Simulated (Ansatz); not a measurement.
Basis-set extrapolation for AlH$_{8}$NOSi$_{2}$, SMILES `[NH2][AlH][O][SiH2][SiH3]` (PBE0-D4/def2-TZVP geometry, frozen core, Ansatz). Multiplicity 1, RHF reference.

```
                      def2-TZVPP   def2-QZVPP
                 HF  -953.986940  -954.019680
    MP2 correlation    -0.779053    -0.838534
CCSD(T) correlation    -0.866359      not run
```

Energies in hartree. Use E(X) = E(∞) + A·exp(−7.88·√X) for Hartree–Fock and E(X) = E(∞) + B·X^(−2.97) for correlation, with X = 3 and 4, and add CCSD(T) minus MP2 of the smaller set to the MP2 limit.

Q: What is the CCSD(T) energy at the basis-set limit?

A: HF limit: -954.019680 + (-0.032740) × 0.13774 = -954.02419. MP2 limit: -0.838534 + (-0.059481) × 0.74074 = -0.88259. Higher-order term: -0.866359 − (-0.779053) = -0.08731. Total: -954.99409 hartree, 369.6 kJ/mol below CCSD(T)/def2-TZVPP.
